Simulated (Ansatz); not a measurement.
Basis-set extrapolation for C2H7AlBFSi (PBE0-D4/def2-TZVP geometry, frozen core, the Gaussian-basis code of Ansatz). Multiplicity 1, RHF reference.

```tsv
	def2-TZVPP	def2-QZVPP
HF	-734.864874	-734.890471
MP2 correlation	-0.902938	-0.969481
CCSD(T) correlation	-0.987588	not run
```

Energies in hartree. Use E(X) = E(∞) + A·exp(−7.88·√X) for Hartree–Fock and E(X) = E(∞) + B·X^(−2.97) for correlation, with X = 3 and 4, and add CCSD(T) minus MP2 of the smaller set to the MP2 limit.

**Question.** What is the CCSD(T) energy at the basis-set limit?

**Answer.** HF limit: -734.890471 + (-0.025597) × 0.13774 = -734.89400. MP2 limit: -0.969481 + (-0.066543) × 0.74074 = -1.01877. Higher-order term: -0.987588 − (-0.902938) = -0.08465. Total: -735.99742 hartree, 380.6 kJ/mol below CCSD(T)/def2-TZVPP.
